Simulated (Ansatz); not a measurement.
A made-up structure of BGeH$_{5}$O, singlet:

O1  (-1.298, 0.457, -0.870)
B2  (-0.039, 0.360, -0.893)
Ge3  (0.514, -0.290, 0.617)
H4  (-1.915, 0.202, -0.100)
H5  (0.750, 0.673, -1.843)
H6  (-0.688, -0.629, 1.721)
H7  (1.232, -1.625, 0.189)
H8  (1.443, 0.852, 1.178)
(Å)

It is relaxed with PBE-D4/def2-SVP and then PBE0-D4/def2-TZVP (Ansatz 0.2.0). Atoms count as bonded within 1.22 times the sum of their covalent radii (H–H: 0.88 Å). The end point is not checked to be a true minimum.

Question: Does its bonding change? (A judgement: the text doesn't fix the answer.)

Answer: The calculation gives: No: no bond forms or breaks.

Where it ends: The first stage lowers the energy by 2.23 eV in 7 steps. It ends as BGeH₅O ([OH][BH][GeH3]):
```json
{"atom": "O1", "x (Å)": "-1.5156", "y (Å)": "0.5844", "z (Å)": "-1.1431"}
{"atom": "B2", "x (Å)": "-0.1880", "y (Å)": "0.4119", "z (Å)": "-0.9902"}
{"atom": "Ge3", "x (Å)": "0.6455", "y (Å)": "-0.3557", "z (Å)": "0.7531"}
{"atom": "H4", "x (Å)": "-2.0409", "y (Å)": "0.3243", "z (Å)": "-0.3808"}
{"atom": "H5", "x (Å)": "0.4884", "y (Å)": "0.7299", "z (Å)": "-1.9274"}
{"atom": "H6", "x (Å)": "-0.4437", "y (Å)": "-0.6808", "z (Å)": "1.8017"}
{"atom": "H7", "x (Å)": "1.4291", "y (Å)": "-1.6539", "z (Å)": "0.4861"}
{"atom": "H8", "x (Å)": "1.6253", "y (Å)": "0.6399", "z (Å)": "1.4008"}
```

Labels in which every atom is bracketed show which atoms are joined, not bond orders.

For scale, one of the runs: PBE0-D4/def2-TZVP relaxation, 140 basis functions, launched by `ansatz run in.yaml --threads 2 --pin off --events-out ev --progress --plain --max-ram 4352MiB`. The run took about 23 s on 2 CPU threads of an Arm Neoverse V1 (shared host).
